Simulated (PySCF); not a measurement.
C9H7NSSe, SMILES c1ccc(C=Cc2sccn2)[se]1 (GFN2-xTB optimised geometry):

```
19

C     -0.619     0.599     0.000
C      0.263    -0.418     0.000
C     -0.085    -1.801     0.000
C      0.797    -2.856     0.000
C      0.209    -4.135     0.000
C     -1.152    -4.135     0.000
Se    -1.864    -2.427     0.000
C     -0.270     1.978    -0.001
N     -1.124     2.950    -0.001
C     -0.533     4.158    -0.001
C      0.829     4.144    -0.001
S      1.414     2.530    -0.001
H     -1.685     0.398     0.000
H      1.326    -0.203     0.000
H      1.864    -2.707     0.000
H      0.792    -5.040     0.000
H     -1.791    -4.999     0.000
H     -1.147     5.040    -0.001
H      1.510     4.970    -0.001
```

Calculation: PBE/def2-SVP in PySCF.

What are the frontier orbital energies and the dipole moment?

HOMO-2 -6.20 eV, HOMO-1 -6.08 eV, HOMO -5.01 eV, LUMO -2.69 eV, LUMO+1 -1.10 eV; dipole moment 1.53 D.

On the same geometry PySCF with PBE0/def2-SVP gives HOMO-2 -7.53 eV, HOMO-1 -7.14 eV, HOMO -5.91 eV, LUMO -2.06 eV, LUMO+1 -0.25 eV; dipole moment 1.69 D.

Meta-Löwdin charges at PBE/def2-SVP: C1 -0.12, C2 -0.10, C3 -0.11, C4 -0.13, C5 -0.13, C6 -0.25, Se7 0.29, C8 0.02, N9 -0.24, C10 -0.04, C11 -0.25, S12 0.21, H13 0.12, H14 0.11, H15 0.12, H16 0.12, H17 0.13, H18 0.12, H19 0.13.
